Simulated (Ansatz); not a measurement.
`F[Si](F)(F)[SiH](Cl)Cl` → `F[Si](F)F`• + `Cl[SiH]Cl`• at 298.15 K and 1 bar (homolysis of the Si–Si bond).

Isolated molecules relaxed with PBE0-D4/def2-TZVP in Ansatz; ΔE leaves out vibrations. CCSD(T)/CBS is the MP2 limit (def2-TZVPP, def2-QZVPP) plus CCSD(T) − MP2 in def2-TZVPP, frozen cores. No spin–orbit coupling; open shells (•) take unrestricted orbitals. Each species was taken in one conformer, which may not be the lowest.

| species | CCSD(T)/CBS energy (Eh) | H − E (kJ/mol) | S (J/(mol·K)) |
| --- | --- | --- | --- |
| `F[Si](F)(F)[SiH](Cl)Cl` | -1798.00739 | 85.9 | 416.8 |
| `F[Si](F)F`• | -588.59772 | 35.7 | 282.8 |
| `Cl[SiH]Cl`• | -1209.27657 | 42.2 | 296.7 |

H − E and S are ideal-gas, rigid-rotor, harmonic terms from PBE0-D4/def2-TZVP, for one conformer and one mirror image of each species, with the whole ground term of open shells counted as degenerate. 1 Eh = 2625.50 kJ/mol, R = 8.31446 J/(mol·K).

Problem. By hand: ΔE, ΔH, ΔS and ΔG.

Solution. ΔE = (-588.59772) + (-1209.27657) − (-1798.00739) = 0.13310 Eh = 349.5 kJ/mol. Δ(H − E) = 35.7 + 42.2 − 85.9 = -8.0, so ΔH = 341.5 kJ/mol. ΔS = 282.8 + 296.7 − 416.8 = 162.7 J/(mol·K). ΔG = 341.5 − 298.15 × (162.7)/1000 = 293.0 kJ/mol.

Problem. By hand: the equilibrium constant, and the temperature at which ΔG would vanish if ΔH and ΔS stayed fixed.

Solution. log₁₀ K = −ΔG/(RT ln 10) = -51.3. ΔG = 0 at ΔH/ΔS = 2099 K.

The number of gas molecules changes by +1, which sets the sign of ΔS. A doubt of 5 kJ/mol in ΔE shifts log₁₀ K by 0.9 here. Other conformers and mirror images would add mixing entropy, several J/(mol·K) or more a flexible species. Modes under 60 cm⁻¹, often nearly free rotors, make the harmonic entropy too high. These are equilibria of isolated gas molecules and say nothing of rates. Largest T1 diagnostic: 0.014 (customary marks: 0.02 for closed shells, 0.045 for open ones).
